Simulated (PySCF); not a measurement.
Computed shifts of a molecule C₂H₈O₂Si, HF/pcSseg-1 (PySCF), GIAO, gas phase, atoms alike by connectivity averaged where their shifts nearly agree, in ppm (number of nuclei): ¹³C: 47.5 (1), -1.5 (1). ²⁹Si: -16.6 (1). ¹H: 4.38 (1), 3.68 (3), 1.97 (1), 0.50 (3). References: ¹³C against TMS (σ = 192.6 ppm); ¹⁷O against H2O (σ = 333.0 ppm); ²⁹Si against TMS (σ = 393.8 ppm); ¹H against TMS (σ = 31.99 ppm), references at their B3LYP-D3(BJ)/def2-TZVP geometries, non-relativistic. Geometry optimised at PBE0-D3(BJ)/def2-SVP. The values are those of a single conformer.

### Question
Which molecule gave these data?
A. CO[SiH2]CO
B. C[Si](C)(O)O
C. C[C@H](O)[SiH2]O
D. CO[Si@@H](C)O

### Answer
D, CO[Si@@H](C)O
